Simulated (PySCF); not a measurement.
C5H16OSi2, SMILES CC(C)(C)C[SiH2]O[SiH3], GFN2-xTB optimised geometry.

```
24

C      2.10    -0.12     0.00
C      0.57    -0.12     0.00
C      0.08    -0.83    -1.26
C      0.07     1.32     0.00
C      0.08    -0.86     1.25
Si    -1.80    -1.00     1.53
O     -2.04    -1.83     2.91
Si    -1.88    -2.72     4.24
H      2.49    -1.14    -0.01
H      2.49     0.38     0.89
H      2.49     0.40    -0.88
H     -1.01    -0.78    -1.33
H      0.38    -1.87    -1.26
H      0.49    -0.35    -2.15
H      0.37     1.83     0.92
H      0.50     1.87    -0.84
H     -1.01     1.36    -0.08
H      0.49    -1.87     1.24
H      0.51    -0.37     2.13
H     -2.49    -1.78     0.50
H     -2.45     0.29     1.77
H     -3.19    -2.69     4.88
H     -1.50    -4.07     3.82
H     -0.85    -2.11     5.07
```

Density from PBE0/def2-SVP in PySCF at that geometry.

Minimum of the electron density along straight lines between bonded atoms, close to the bond critical point (lines longer than 1.1 times the sum of covalent radii, or with two minima, are not listed):

```tsv
bond	length / Å	ρ at the minimum / e bohr⁻³	∇²ρ there / e bohr⁻⁵	position (fraction from the first atom)
C1–C2	1.534	0.243	-0.55	0.50
C2–C3	1.529	0.245	-0.56	0.50
C2–C4	1.529	0.245	-0.56	0.50
C2–C5	1.534	0.239	-0.53	0.50
C5–Si6	1.901	0.114	0.31	0.62
Si6–O7	1.624	0.124	1.07	0.42
O7–Si8	1.614	0.127	1.12	0.59
C1–H9	1.088	0.276	-1.00	0.62
C1–H10	1.088	0.276	-1.00	0.62
C1–H11	1.088	0.276	-1.00	0.62
C3–H12	1.087	0.277	-1.01	0.62
C3–H13	1.088	0.276	-1.00	0.62
C3–H14	1.088	0.276	-1.00	0.62
C4–H15	1.088	0.276	-1.01	0.62
C4–H16	1.088	0.276	-1.00	0.62
C4–H17	1.087	0.276	-1.00	0.62
C5–H18	1.094	0.269	-0.94	0.62
C5–H19	1.094	0.269	-0.94	0.62
Si6–H20	1.465	0.119	0.32	0.49
Si6–H21	1.464	0.119	0.32	0.49
Si8–H22	1.460	0.120	0.33	0.49
Si8–H23	1.463	0.119	0.33	0.49
Si8–H24	1.463	0.119	0.33	0.49
```
